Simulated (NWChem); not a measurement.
Species: C2H4AgN; SMILES CC#[N]->[AgH]

def2 effective core potentials on Ag; no spin-orbit coupling.

Task: Give the equilibrium geometry at PBE0/def2-SVP with def2 effective core potentials on Ag (NWChem) as an XYZ file, with the point group.

Result: point group C3; any orientation.
```
8

Ag    -0.7326    -0.2058    -0.8694
H     -1.7579    -0.4846    -2.0919
C      2.2859     0.6412     2.7095
C      1.3661     0.3741     1.6230
N      0.6337     0.1642     0.7574
H      2.2435     1.7058     2.9808
H      3.3112     0.3905     2.4022
H      2.0160     0.0364     3.5870
```
